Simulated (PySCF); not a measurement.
Compound: C₅H₈NPSi.
SMILES with atom numbers: `[CH2:1]=[CH:2]/[C:3]([SiH3:4])=[P:5]\[CH2:6][C:7]#[N:8]` (hydrogens: H9, H10 on C1; H11 on C2; H12, H13, H14 on Si4; H15, H16 on C6)

Cartesian coordinates in Å at the GFN2-xTB level; atoms count from 1:
```
atom  x, y, z in Å
C1     0.6334   -1.8038   -0.0375
C2     0.1844   -0.7471   -0.7002
C3     0.4051    0.6346   -0.3089
Si4    1.3837    1.6914   -1.5417
P5    -0.1628    1.3886    1.0854
C6    -1.2214    0.0399    1.9169
C7    -2.1685   -0.4937    0.9890
N8    -2.9325   -0.8829    0.2308
H9     0.4835   -2.8056   -0.4004
H10    1.1905   -1.7027    0.8811
H11   -0.3296   -0.8821   -1.6451
H12    2.6920    1.0646   -1.7474
H13    1.5207    3.0327   -0.9789
H14    0.6496    1.7162   -2.8088
H15   -1.7549    0.5120    2.7478
H16   -0.5808   -0.7531    2.3065
```

Method used: TDDFT PBE0/def2-SVPD, vertical, gas phase, core orbitals frozen in the response in PySCF.

Computed states:

```json
{"state": "S1", "E (eV)": "4.06", "f": "0.048"}
{"state": "S2", "E (eV)": "4.29", "f": "0.016"}
{"state": "S3", "E (eV)": "4.97", "f": "0.144"}
{"state": "S4", "E (eV)": "5.95", "f": "0.023"}
{"state": "S5", "E (eV)": "6.04", "f": "0.0036"}
{"state": "S6", "E (eV)": "6.16", "f": "0.023"}
{"state": "S7", "E (eV)": "6.27", "f": "0.024"}
{"state": "S8", "E (eV)": "6.40", "f": "0.0059"}
```

Broadening: Gaussians 0.5 eV wide at half height, area fixed by f = 4.319×10⁻⁹ ∫ε dν̃. The width is an assumption, not a result. The curve ends short of the highest state used, and states not computed would add to its high-energy end.

Question: What does the envelope look like, and where are its maxima?

Answer: 
| E (eV) | ε (L mol⁻¹ cm⁻¹) |
| --- | --- |
| 3.31 | 5 |
| 3.42 | 26 |
| 3.53 | 111 |
| 3.64 | 360 |
| 3.75 | 901 |
| 3.85 | 1660 |
| 3.96 | 2561 |
| 4.07 | 3105 |
| 4.18 | 3005 |
| 4.29 | 2388 |
| 4.39 | 1766 |
| 4.50 | 1544 |
| 4.61 | 2290 |
| 4.72 | 4131 |
| 4.83 | 6400 |
| 4.93 | 7695 |
| 5.04 | 7323 |
| 5.15 | 5334 |
| 5.26 | 2977 |
| 5.37 | 1299 |
| 5.47 | 575 |
| 5.58 | 455 |
| 5.69 | 813 |
| 5.80 | 1495 |

Maxima: 302 nm (4.11 eV), ε about 3100, made up of S1 (80%) and S2 (20%); 250 nm (4.96 eV), ε about 7800, made up of S3 (100%) (ε in L mol⁻¹ cm⁻¹; maxima over ε = 5, shares over 10%). At its high-energy end, 5.80 eV, the curve is still rising (ε about 1500, from S4 and S6).

Question: Coming from long wavelengths, where does ε first pass 100 L mol⁻¹ cm⁻¹?

Answer: At about 352 nm (3.52 eV), 0.54 eV below S1.

Question: Does any computed singlet lie in the visible range?

Answer: No computed singlet lies in the visible range (380 to 750 nm); the lowest, at 305 nm, stands 0.80 eV above its violet end (3.26 eV); a Tamm–Dancoff triplet lies at 486 nm, without intensity as long as spin–orbit coupling is left out.

Question: On this curve, what absorbance would a 10⁻³ mol/L sample give at 254 nm over a 1 cm path?

Answer: 254 nm is 4.881 eV, where ε is about 7200 L mol⁻¹ cm⁻¹, so A = ε c l ≈ 7.2 (Beer–Lambert, with the gas-phase spectrum and the assumed width).

One conformer stands for the species.
